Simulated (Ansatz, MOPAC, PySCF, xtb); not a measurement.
H2S (SMILES S) and Si2H6 (SMILES [SiH3][SiH3]) are pulled apart as rigid monomers along the line of their centres of mass, from the B3LYP-D3(BJ)/def2-TZVP minimum. Starting geometry (charge 0, multiplicity 1):
| atom | x (Å) | y (Å) | z (Å) |
|---|---|---|---|
| S | 0.1171 | -0.6204 | 0.1974 |
| H | 0.5660 | 0.6235 | -0.0329 |
| H | -1.1658 | -0.2474 | 0.0658 |
| Si | 1.2508 | -0.1311 | 3.6851 |
| Si | -0.9888 | 0.5682 | 3.5286 |
| H | 2.0981 | 0.5872 | 2.7033 |
| H | 1.3684 | -1.5880 | 3.4448 |
| H | 1.7801 | 0.1602 | 5.0422 |
| H | -1.4770 | 1.0365 | 4.8510 |
| H | -1.8676 | -0.5386 | 3.0823 |
| H | -1.1251 | 1.6924 | 2.5703 |

Interaction energies with rigid monomers; basis-set methods are counterpoise corrected unless marked otherwise.

Rows in 3-21G, LANL2DZ carry no dispersion term and start afresh at each structure. LANL2DZ brings its own core potentials from Na on. The state that PM7 reach isn't checked; PM7 holds dispersion and hydrogen-bond terms.

Programs: Ansatz (Gaussian basis) for Hartree–Fock, density functionals and correlated methods; MOPAC for PM7 (differences of heats of formation); PySCF for 3-21G rows, LANL2DZ rows; xtb for the GFN methods. Each number belongs to the level named beside it.

```tsv
S1···Si4 (Å)	PM7 (kJ/mol)	GFN1-xTB (kJ/mol)	B3LYP/3-21G (no counterpoise) (kJ/mol)	B3LYP/LANL2DZ (no counterpoise) (kJ/mol)	B3LYP/def2-TZVPPD (kJ/mol)
3.35	7.4	-56.9	-1.9	15.8	10.9
3.70	-5.0	-37.6	-9.8	2.3	[?]
4.23	-5.3	-15.2	-6.9	-1.4	-1.1
5.13	-1.5	-3.1	-1.8	[?]	-0.4
6.58	-0.2	-0.6	-0.2	-0.2	-0.1
```

Question: Complete the blanks.

Answer: 
- 3.70, B3LYP/def2-TZVPPD (kJ/mol): 1.3
- 5.13, B3LYP/LANL2DZ (no counterpoise) (kJ/mol): -1.0

Ansatz is a quantum-chemistry and plane-wave program.
